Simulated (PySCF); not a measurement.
Match the calculated data to a structure.

All candidates are C4H7NSi.

| technique | computed result |
| --- | --- |
| NMR, other nuclei | isotropic shieldings of nuclei other than C and H, by class: -98 (1 N), 408 (1 Si) ppm [GIAO PBE0/pcSseg-1] |
| 13C NMR | chemical shifts (computed TMS as zero) by class: 122.4 (1 C), 4.0 (2 C), -7.7 (1 C) ppm [GIAO PBE0/pcSseg-1] |
| 1H NMR | chemical shifts (computed TMS as zero) by class: 4.66 (2 H), 0.83 (2 H), 0.69 (2 H), -0.25 (1 H) ppm [GIAO PBE0/pcSseg-1] |
| Dipole | 3.87 D [PBE0/pcSseg-1] |
| Rotational structure | rotational constants A, B, C: 4.389, 2.156, 1.662 GHz [GFN2-xTB] |

The electronic properties come from PySCF, for the isolated species, density fitting. Levels stand in brackets. Geometry: GFN2-xTB, one conformer, isolated molecule. NMR classes are plain means over equivalent atoms (diastereotopic ones count apart unless rotation or inversion swaps them), as if these changed places fast.

Question: Which candidate is it?
A. `N#C[SiH2]C1CC1`
B. `C#C[Si@@H](N)C=C`
C. `N#CC1C[SiH2]C1`

Answer: A. It is `N#C[SiH2]C1CC1`. Numbering: `[N:1]#[C:2][SiH2:3][CH:4]1[CH2:5][CH2:6]1`. Its formula, C4H7NSi, gives 3 degrees of unsaturation: 1 ring and 2 π bonds in the structure found. 4 carbons fall into 3 classes; from least to most shielded: cyano carbon [C2] (122.4 ppm), three-membered-ring carbon [C5/C6] (4.0 ppm, 2 C), ring sp3 carbon bound to silicon [C4] (-7.7 ppm). Hydrogen classes from least to most shielded: 2 H on an SiH2 silicon, Si3 (4.66 ppm), 2 H on 2 three-membered-ring carbons, C5/C6 (0.83 ppm), 2 H on 2 three-membered-ring carbons, C5/C6 (0.69 ppm), 1 H on an sp3 carbon bound to silicon, C4 (-0.25 ppm). The other shieldings belong to: -98 ppm, cyano nitrogen [N1]; 408 ppm, SiH2 silicon [Si3]. The optimised geometry has point group Cs and is an asymmetric top.

The others, at the same levels:
- `N#CC1C[SiH2]C1` fails: its computed 13C shifts are 129.0 (1 C), 20.2 (1 C), 17.2 (2 C) ppm, 1H shifts are 4.84 (1 H), 4.75 (1 H), 3.07 (1 H), 1.97 (2 H), 1.91 (2 H) ppm and rotational constant A is 7.557 GHz (against 4.389 GHz).
- `C#C[Si@@H](N)C=C` fails: it has 4 carbon classes against 3; its computed 13C shifts are 142.5 (1 C), 141.7 (1 C), 100.4 (1 C), 93.1 (1 C) ppm, 1H shifts are 6.48 (1 H), 6.39 (1 H), 6.17 (1 H), 4.88 (1 H), 1.92 (1 H), 0.44 (2 H) ppm and rotational constant A is 3.814 GHz (against 4.389 GHz).

Each candidate is one conformer, not necessarily the lowest. Dipoles, sizes and rotational constants follow the conformer. The torsions of the flexible species, by atom-mapped SMILES:
- `[N:1]#[C:2][SiH2:3][CH:4]1[CH2:5][CH2:6]1`: C2–Si3–C4–C5 35°
- `[CH:1]#[C:2][Si@@H:3]([NH2:4])[CH:5]=[CH2:6]`: C2–Si3–C5–C6 122°, H–N4–Si3–C2 77°, H–N4–Si3–C2 -62°
